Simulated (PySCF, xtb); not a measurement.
SbF5, SMILES [F][Sb]([F])([F])([F])[F].

xtb 6.7.1 with GFN2-xTB at its own geometry gives an orbital gap of 6.32 eV and a dipole moment of 0.05 D.

Geometry optimised at B3LYP-D3(BJ)/def2-SVP. The isomer is the one that the SMILES or the coordinates give; other isomers of the formula were not compared. The def2 effective core potentials stand for the cores of Sb; spin–orbit coupling is left out.

**Question.** What does PBE/def2-TZVP (PySCF) give? (An estimate is asked for; the answer gives what the named calculation found.)

**Answer.** gap 4.61 eV (levels -10.20 and -5.59 eV), dipole 0.00 D.
